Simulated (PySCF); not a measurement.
A calculated (HSE06, PySCF 2.14, aug-cc-pVTZ-DK, scalar relativity by spin-free X2C-1e) atom or ion has these occupied shells.

```json
{"shell": "1s α", "electrons": "1", "orbital energy (eV)": "-7637.0", "rms radius, mean of both spins (bohr)": "0.0648"}
{"shell": "1s β", "electrons": "1", "orbital energy (eV)": "-7637.0", "rms radius, mean of both spins (bohr)": "0.0648"}
{"shell": "2s α", "electrons": "1", "orbital energy (eV)": "-917.72", "rms radius, mean of both spins (bohr)": "0.277"}
{"shell": "2s β", "electrons": "1", "orbital energy (eV)": "-916.61", "rms radius, mean of both spins (bohr)": "0.277"}
{"shell": "2p α", "electrons": "3", "orbital energy (eV)": "-785.32", "rms radius, mean of both spins (bohr)": "0.249"}
{"shell": "2p β", "electrons": "3", "orbital energy (eV)": "-784.38", "rms radius, mean of both spins (bohr)": "0.249"}
{"shell": "3s α", "electrons": "1", "orbital energy (eV)": "-112.24", "rms radius, mean of both spins (bohr)": "0.837"}
{"shell": "3s β", "electrons": "1", "orbital energy (eV)": "-109.41", "rms radius, mean of both spins (bohr)": "0.837"}
{"shell": "3p α", "electrons": "3", "orbital energy (eV)": "-74.155", "rms radius, mean of both spins (bohr)": "0.897"}
{"shell": "3p β", "electrons": "3", "orbital energy (eV)": "-71.109", "rms radius, mean of both spins (bohr)": "0.897"}
{"shell": "3d α", "electrons": "5", "orbital energy (eV)": "-14.643", "rms radius, mean of both spins (bohr)": "1.31"}
{"shell": "3d β", "electrons": "3", "orbital energy (eV)": "-13.038", "rms radius, mean of both spins (bohr)": "1.31"}
```

Question: Name the element and its charge.

Answer: Co⁺ (cobalt, charge +1), in [Ar] 3d8, high-spin 3F determinant.
